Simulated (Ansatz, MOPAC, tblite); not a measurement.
Dissociation curve of HF (cation, charge +1), doublet.

Computed with: PM3, unrestricted, heats of formation (MOPAC); AM1, unrestricted, heats of formation (MOPAC); GFN2-xTB, 300 K electronic temperature (tblite); UKS-B3LYP = Ansatz (a quantum-chemistry and plane-wave program) with unrestricted B3LYP/cc-pVDZ; ROCCSD(T) = Ansatz with CCSD(T) on ROHF/cc-pVDZ, frozen core.

Energies are in eV, each relative to the lowest point of its own curve near equilibrium.

```tsv
R / Å	PM3	AM1	GFN2-xTB	UKS-B3LYP	ROCCSD(T)
0.76	2.207	0.353	2.081	2.143	2.039
0.80	1.431	0.118	1.295	1.363	1.270
0.87	0.542	0.000	0.495	0.523	0.456
0.91	0.249	[?]	0.251	0.255	0.206
0.95	[?]	0.149	0.106	0.094	0.064
0.97	0.031	0.214	0.061	0.046	0.026
1.01	0.000	0.362	0.011	0.000	0.000
1.05	[?]	0.527	0.000	0.007	0.028
1.09	0.117	0.698	[?]	0.054	0.095
1.11	0.171	0.784	[?]	0.089	0.140
1.17	0.362	1.039	0.092	0.228	0.309
1.27	0.702	1.433	0.234	0.528	0.657
1.36	0.969	1.752	0.385	0.826	0.996
1.53	1.385	2.289	0.694	1.375	[?]
1.65	1.709	2.630	0.906	1.720	2.012
1.82	2.253	3.050	1.172	2.130	2.486
2.02	2.812	3.417	1.420	2.499	2.915
2.19	3.104	3.623	1.577	2.730	3.182
2.49	3.365	3.819	1.755	2.997	3.482
2.70	3.465	3.884	1.824	3.107	3.600
3.00	3.542	3.928	—	3.191	3.692
3.47	3.583	3.949	—	3.221	3.752
4.03	3.595	3.956	—	3.191	3.776
```

Problem. Some entries are withheld; supply them.

Solution. 
- 0.91, AM1: 0.048
- 0.95, PM3: 0.078
- 1.05, PM3: 0.035
- 1.09, GFN2-xTB: 0.015
- 1.11, GFN2-xTB: 0.030
- 1.53, ROCCSD(T): 1.619

Dashes: no converged value, or the column stops at the first point that the program doubted or that broke a chosen test of continuity, which isn't proof of a fault.

The unrestricted determinant behind UKS-B3LYP is spin-contaminated at 2.19 to 4.03 Å (<S²> up to 1.0, against 0.75 for a pure doublet).
